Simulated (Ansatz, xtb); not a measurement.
## C3H8GeNP: 4 structures ranked

4 gas-phase structures of C3H8GeNP, from a drawn sample of its isomers (lower ones may exist). Each was relaxed with GFN2-xTB; where two conformers were screened, the lower at r2SCAN-D4/def2-SVP is listed:

A. `C#[C][Ge@H]([PH2])[NH]C`, a singlet
B. `C[CH2][Ge@H]([PH2])[C]#N`, a singlet
C. `N#CC[CH2][GeH2][PH2]`, a singlet
D. `CC#[C][Ge@H]([NH2])[PH2]`, a singlet

Q: Make a reasoned guess at their ranking by r2SCAN-D4/def2-SVP single-point energy.

A: Calculated order at r2SCAN-D4/def2-SVP: B (0.000), C (0.333), D (0.951), A (1.623) eV.

Energies above the lowest of each column, in eV; the last columns are at B3LYP/def2-SVP geometries and were run for some of them only (a dash: not run or not comparable):

```
structure  GFN2-xTB  HF/STO-3G  r2SCAN-D4/def2-SVP  B3LYP/def2-SVP  CCSD(T)/def2-SVP + ΔMP2/def2-TZVPP
        B     0.284      0.000               0.000           0.000                               0.000
        C     0.000      0.848               0.333           0.345                               0.481
        D     0.543      1.938               0.951           0.966                               0.987
        A     1.044      2.382               1.623               –                                   –
```

CCSD(T)/def2-SVP + ΔMP2/def2-TZVPP puts B lowest of those it was run on; GFN2-xTB picks C. Flexible structures stand in one conformer each, not always the lowest. D keeps a small imaginary mode. Frequencies (GFN2-xTB) were run for B, C, D alone. The ΔMP2 step shifts differences by up to 0.316 eV, which makes them less sure. ΔMP2 is the change of the MP2 energy from the smaller to the larger basis.

Over these structures GFN2-xTB departs from r2SCAN-D4/def2-SVP by 0.271 eV on average once a common shift is removed. A GFN2-xTB relaxation took about 0.16 s and the r2SCAN-D4/def2-SVP energy about 2.4 s on a shared host (Ansatz 0.2.0, xtb 6.7.1).
